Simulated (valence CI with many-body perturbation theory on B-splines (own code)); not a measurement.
La XLIII in brief

Method: relativistic CI+MBPT: five valence electrons over a frozen Dirac-Fock core [Ne], radial functions for each j: 9 s, 9 p, 8 d, 6 f, 3 g, 1 h, with the one-electron correlation potential Σ1, the two-electron term Σ2, the three-electron term Σ3, Breit, model QED; selected CI, second order for the rest, scaled by the run's own slope (own B-spline code, finite nucleus).

No measured spectrum was set against this ion. As an estimate, large intervals hold to a few tenths of a per cent, small ones and those within an open d or f shell to about a per cent. Among the levels kept, up to 1500 cm⁻¹ of a level comes from second order outside the variational space, and about a tenth of that is noise between levels of different J, which matters for small intervals.

Levels are named by their leading jj configuration (3d3/2^4 stands for four electrons in 3d with j = 3/2), which in mixed levels can hold well under half, so a name can repeat and another be missing.

Rates and lifetimes use the calculated energies. Strong lines usually hold to 10 to 20 %, long lifetimes can be off by a factor of two.

Question: What is the ground level?

Answer: (3s^2 3p1/2^2 3p3/2) J=3/2, composition 45 % 3s2.3p3 2P° + 29 % 3s2.3p3 4S° + 25 % 3s2.3p3 2D°, g = 1.384.

Question: Among levels below 28.289 Ry, which E1 lines absorb most strongly from the ground level?

Answer: to (3s^2 3p1/2 3p3/2 3d3/2) J=3/2 at 4.266 nm, f = 0.281; to (3s^2 3p1/2 3p3/2 3d3/2) J=5/2 at 4.360 nm, f = 0.169; to (3s^2 3p1/2 3p3/2 3d3/2) J=1/2 at 4.262 nm, f = 0.104.

Question: What is the ionisation energy?

Answer: 3224.5 eV; NIST lists 3222 ± 4 eV (theoretical).

Question: What are the static dipole polarisabilities of the lowest levels?

Answer: (3s^2 3p1/2^2 3p3/2) J=3/2 0.00990 (tensor 0.00079) bohr³, of which the core gives 0.000147.

Question: Where does the other parity begin?

Answer: At (3s^2 3p1/2^2 3d3/2) J=3/2, 11.997 Ry.

Question: How well does LS coupling describe the low levels?

Answer: Among the lowest 20 levels the leading LS term, summed over configurations, holds 51 % on average. For single configurations the figures are 48 % in LS and 85 % in jj coupling. Terms mix most in the J = 5/2 level at 20.900 Ry, where the leading one holds 30 %.
